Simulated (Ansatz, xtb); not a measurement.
**C4H6BrF: which of two isomers lies lower**

Structure X: `C/C(F)=C(/C)Br`, a singlet. Structure Y: `F[C@@H]1CC[C@H]1Br`, a singlet. Both are isolated molecules in the gas phase, relaxed with PBE-D3(BJ)/def2-SVP.

X (Å):

```xyz
12

C     0.0147    2.4424   -0.9557
C    -0.0399    0.9640   -0.8009
C    -0.0408    0.1960    0.3133
C    -0.0996   -1.2978    0.3250
Br    0.0374    1.0235    2.0335
F    -0.0964    0.3186   -1.9983
H     0.0537    2.9472    0.0249
H    -0.8760    2.8008   -1.5133
H     0.9081    2.7320   -1.5482
H    -0.9946   -1.6586    0.8737
H     0.7896   -1.7292    0.8301
H    -0.1402   -1.6811   -0.7119
```

Y (Å):

| atom | x (Å) | y (Å) | z (Å) |
| --- | --- | --- | --- |
| C | -1.0965 | 0.9974 | -0.3346 |
| C | -0.0229 | 0.1154 | -1.0098 |
| C | 0.9059 | 1.3599 | -1.0176 |
| C | 0.0345 | 1.9285 | 0.1205 |
| Br | -0.2872 | 3.8521 | 0.2133 |
| F | -1.8773 | 0.4295 | 0.6421 |
| H | -1.7559 | 1.4965 | -1.0783 |
| H | 0.3280 | -0.6582 | -0.2986 |
| H | -0.2796 | -0.3592 | -1.9760 |
| H | 0.7936 | 1.9555 | -1.9443 |
| H | 1.9821 | 1.2201 | -0.8049 |
| H | 0.3974 | 1.6214 | 1.1201 |

Task: Estimate which is lower in electronic energy at CCSD(T)/def2-SVP + ΔMP2/def2-TZVPP, and by roughly how much.

Result: The CCSD(T)/def2-SVP + ΔMP2/def2-TZVPP calculation puts structure X lower, by 4.4 kcal/mol.

The same difference at several levels:

| level | geometry | E(Y) − E(X) (kcal/mol) | departure from the last row (kcal/mol) | job, with rough time for the two |
| --- | --- | --- | --- | --- |
| GFN2-xTB | GFN2-xTB | −3.9 | −8.4 | optimisation, 0.26 s |
| HF/STO-3G | GFN2-xTB | −12.2 | −16.6 | single point, 0.54 s |
| r2SCAN-D4/def2-SVP | GFN2-xTB | +7.3 | +2.9 | single point, 3 s |
| PBE-D3(BJ)/def2-SVP | PBE-D3(BJ)/def2-SVP | +5.3 | +0.9 | optimisation, 18 s |
| HF/def2-SVP | PBE-D3(BJ)/def2-SVP | +4.1 | −0.3 | part of the CCSD(T) run |
| MP2/def2-SVP | PBE-D3(BJ)/def2-SVP | +4.0 | −0.4 | part of the CCSD(T) run |
| CCSD(T)/def2-SVP | PBE-D3(BJ)/def2-SVP | +5.2 | +0.8 | single point |
| CCSD(T)/def2-SVP + ΔMP2/def2-TZVPP | PBE-D3(BJ)/def2-SVP | +4.4 |  | single point, 47 s |

As drawn, Y has 2 C–C in place of 1 C=C. Structure X has no ring, Y a 4-membered ring.

GFN2-xTB, HF/STO-3G put the two in the other order. The largest departure from CCSD(T)/def2-SVP + ΔMP2/def2-TZVPP is that of HF/STO-3G, 16.6 kcal/mol. The last row adds to CCSD(T) the change of the MP2 difference between the two basis sets, here −0.8 kcal/mol.

With thermal terms from frequencies at re-optimised GFN2-xTB minima (ideal gas, soft modes damped towards free rotors, one conformer each, 298.15 K, 1 atm): the zero-point term adds +2.0 kcal/mol; ΔH is +5.4 and ΔG +7.5 kcal/mol.

The correlated steps freeze 14 core orbitals; the filled d shell of Br is correlated, in a basis made for valence electrons. Mirror images aren't counted in ΔG. Run with Ansatz 0.2.0, xtb 6.7.1; the last row on 4 threads of Intel(R) Xeon(R) Platinum 8259CL CPU @ 2.50GHz (Skylake/Cascade Lake) on a shared host.
